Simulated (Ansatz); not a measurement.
`N=CBCCF` + `COCCCl` → `COCBC=N` + `FCCCCl`  (formal exchange of groups at a B–C bond)

Gas-phase electronic energies from Ansatz, PBE0-D4/def2-TZVP geometries. CCSD(T)/CBS is the MP2 limit (def2-TZVPP, def2-QZVPP) plus CCSD(T) − MP2 in def2-TZVPP, frozen cores. DFT in def2-TZVPP. B3LYP here is the variant with VWN-RPA as its local correlation; programs differ in this. One conformer a species, not always the lowest.

`N=CBCCF`:

```xyz
13

N     2.758   -0.497    0.450
C     1.606    0.039    0.321
B     0.497   -0.553   -0.613
C    -1.032   -0.279   -0.472
C    -1.458    0.797    0.496
F    -0.882    2.006    0.129
H     2.846   -1.284   -0.201
H     1.415    0.906    0.962
H     0.869   -1.336   -1.446
H    -1.492   -1.236   -0.177
H    -1.456   -0.086   -1.467
H    -2.541    0.946    0.502
H    -1.130    0.575    1.516
```

`COCCCl`:

```xyz
12

C     0.982   -0.646    1.261
O    -0.389   -0.475    1.009
C    -0.679    0.544    0.090
C    -0.535    0.059   -1.340
Cl   -0.949    1.372   -2.468
H     1.437    0.285    1.623
H     1.535   -0.982    0.375
H     1.075   -1.408    2.034
H    -0.037    1.420    0.253
H    -1.714    0.849    0.264
H    -1.211   -0.772   -1.535
H     0.486   -0.247   -1.568
```

`COCBC=N`:

Cartesian coordinates in Å:
```
C 1.520 -1.818 0.435
O 0.452 -0.916 0.365
C 0.725 0.188 -0.460
B -0.440 1.209 -0.562
C -1.800 1.026 0.193
N -2.701 1.923 0.064
H 1.768 -2.226 -0.555
H 1.222 -2.637 1.092
H 2.422 -1.342 0.846
H 1.628 0.729 -0.115
H 0.989 -0.137 -1.486
H -0.289 2.177 -1.246
H -1.960 0.139 0.820
H -3.536 1.686 0.608
```

`FCCCCl`:

```xyz
11

F     0.795    1.184   -1.419
C     0.738    1.051   -0.040
C    -0.484    0.259    0.346
C    -0.498   -1.149   -0.207
Cl    0.802   -2.152    0.498
H     0.705    2.055    0.390
H     1.655    0.550    0.283
H    -1.375    0.777   -0.027
H    -0.557    0.232    1.437
H    -1.435   -1.654    0.023
H    -0.346   -1.152   -1.285
```

```
  species  B3LYP energy (Eh)
`N=CBCCF`         -298.06681
 `COCCCl`         -654.05114
`COCBC=N`         -274.02064
 `FCCCCl`         -678.09782
```

(1) Work out ΔE.

Largest T1 diagnostic among the species: 0.012.

## Answers

(1) ΔE = (-274.02064) + (-678.09782) − (-298.06681) − (-654.05114) = -0.00051 Eh = -0.01 eV. CCSD(T)/CBS gives +0.02 eV.

In def2-TZVPP, CCSD(T) changes the Hartree–Fock value by +0.03 eV (the triples alone add +0.01 eV) and MP2 by +0.03 eV.
